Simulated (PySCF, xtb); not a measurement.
ClGeH₄N, SMILES [NH2][GeH2][Cl]. The values are those of a single conformer.

Harmonic wavenumbers (cm⁻¹) from GFN2-xTB run with xtb at its own minimum, in rising order: 168, 190, 382, 471, 495, 586, 650, 667, 779, 830, 1483, 1828, 1950, 3431, 3467.

Problem. What does ωB97X-D3(BJ)/def2-SVP in PySCF give at its own minimum? (An estimate is asked for; the answer gives what the named calculation found.)

Solution. 191, 234, 421, 493, 542, 706, 734, 834, 868, 923, 1565, 2230, 2233, 3591, 3686. Paired by order, the mean absolute difference is 125 cm⁻¹ and the zero-point energies are 24.8 and 27.5 kcal/mol.
